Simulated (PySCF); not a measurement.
# Vertical excitation energies

Compound: SiEt(SiH3)3, C2H14Si4.
SMILES: `CC[Si]([SiH3])([SiH3])[SiH3]`

Level of theory: TDDFT B3LYP/def2-SVPD, vertical, gas phase, core orbitals frozen in the response in PySCF 2.14.0, density-fitted response routines. Isolated species at its PBE0-D3(BJ)/def2-SVP geometry, gas phase.

Problem. Predict the UV-vis stick spectrum at this level.

Solution. 

| state | E (eV) | λ (nm) | ν̃ (cm⁻¹) | f | \|μ\| (D) | main configurations (H = HOMO, L = LUMO) |
| --- | --- | --- | --- | --- | --- | --- |
| S1 | 6.17 | 201.1 | 49730 | 0.019 | 0.90 | H→L (86%) |
| S2 | 6.18 | 200.5 | 49870 | 0.014 | 0.78 | H-1→L (88%) |
| S3 | 6.31 | 196.4 | 50920 | 0.0002 | 0.10 | H→L+2 (54%), H-1→L+1 (42%) |
| S4 | 6.35 | 195.4 | 51180 | 0.0062 | 0.51 | H→L+1 (58%), H-1→L+2 (38%) |
| S5 | 6.64 | 186.6 | 53590 | 0.076 | 1.73 | H-1→L+1 (36%), H→L+2 (30%), H→L+3 (13%) |
| S6 | 6.70 | 185.1 | 54030 | 0.177 | 2.64 | H-1→L+2 (48%), H→L+1 (30%) |
| S7 | 6.77 | 183.2 | 54600 | 0.061 | 1.54 | H→L+3 (81%) |
| S8 | 6.80 | 182.2 | 54880 | 0.0007 | 0.17 | H-1→L+3 (87%) |
| S9 | 6.85 | 180.9 | 55290 | 0.031 | 1.09 | H-2→L (82%) |
| S10 | 6.91 | 179.4 | 55750 | 0.0003 | 0.11 | H-2→L+1 (94%) |

Triplets, Tamm–Dancoff:

| state | E (eV) | λ (nm) | main configurations (H = HOMO, L = LUMO) |
| --- | --- | --- | --- |
| T1 | 5.59 | 221.7 | H→L (81%) |
| T2 | 5.65 | 219.4 | H-1→L (62%), H-1→L+2 (15%), H→L+1 (15%) |
| T3 | 5.74 | 216.2 | H-1→L+1 (54%), H→L+2 (41%) |
| T4 | 5.93 | 209.2 | H→L+1 (73%), H-1→L (19%) |

The lowest singlet lies at 6.17 eV (201 nm, ultraviolet) and is weak; its leading configuration is HOMO→LUMO (86%). The strongest level in the table is S6 at 6.70 eV (185 nm, f = 0.177). Löwdin shares by element: HOMO silicon 70% or more, hydrogen 5% or more (atoms not listed hold the other 25%); LUMO silicon 57% (atoms not listed hold the other 43%). The listed states span 0.75 eV, and the widest gap between neighbours is 0.30 eV (S4 to S5). The oscillator strengths of these states sum to 0.385; summed over the whole spectrum of an exact calculation they would give the number of electrons, 82 (Thomas–Reiche–Kuhn). Of the 10 states listed, 6 reach f = 0.01 and 2 stay under 0.0005. No computed singlet lies in the visible range (380 to 750 nm); the lowest, at 201 nm, stands 2.90 eV above its violet end (3.26 eV). Only the lowest 10 singlets were computed, as vertical energies without vibronic structure.
